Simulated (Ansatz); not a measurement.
Two isomers of C3H7BO: A = `BCC(C)=O`, B = `CBC(C)=O`.

Isolated molecules relaxed with PBE0-D4/def2-TZVP in Ansatz; ΔE leaves out vibrations. CBS: MP2 limit from def2 TZ/QZ plus the TZ coupled-cluster correction, frozen cores. DFT in def2-TZVPP. B3LYP here is the variant with VWN-RPA as its local correlation; programs differ in this. One conformer a species, not always the lowest.

A:

Z-matrix (Å, degrees):
```
C
C 1 1.504
B 1 1.557 2 115.3
H 1 1.107 2 109.6 3 112.7
H 1 1.092 2 110.4 3 -129.5
O 2 1.206 1 120.9 3 105.1
C 2 1.505 1 117.0 3 -74.4
H 3 1.195 1 119.8 2 -157.3
H 3 1.197 1 121.1 2 26.1
H 7 1.088 2 110.1 1 168.5
H 7 1.095 2 109.0 1 -71.9
H 7 1.092 2 111.2 1 46.0
```

B:

```xyz
12

C     1.032   -1.537    0.454
B     0.371   -0.197    0.888
C    -0.800    0.449    0.080
C    -0.815    1.450   -1.024
O    -1.817   -0.047    0.544
H     2.048   -1.283    0.117
H     1.168   -2.228    1.290
H     0.533   -2.053   -0.367
H     0.671    0.340    1.916
H    -0.325    2.369   -0.688
H    -1.836    1.665   -1.342
H    -0.229    1.073   -1.868
```

Problem. Which isomer does CCSD(T)/CBS put lower? Give the gap. (An estimate is asked.)

Solution. The calculation gave: B, by 3.5 kcal/mol.

Problem. Give E(B) − E(A) in kcal/mol with PBE0-D4, B3LYP-D4, CCSD/def2-TZVPP, MP2/def2-TZVPP, PBE-D4, ωB97M-V, CCSD(T)/def2-TZVPP. (An estimate is asked.)

Solution. Ansatz gave: PBE0-D4 -4.3, B3LYP-D4 -4.8, CCSD/def2-TZVPP -2.9, MP2/def2-TZVPP -3.1, PBE-D4 -6.4, ωB97M-V -3.5, CCSD(T)/def2-TZVPP -3.5. None reverses the order clearly.

Largest T1 diagnostic: 0.017.

From PBE to PBE0 (25 % exact exchange), in def2-TZVPP and without D4, E(B) − E(A) moves by +2.2 kcal/mol. In def2-TZVPP, CCSD(T) changes the Hartree–Fock value by −2.8 kcal/mol (the triples alone add −0.6 kcal/mol) and MP2 by −2.4 kcal/mol.
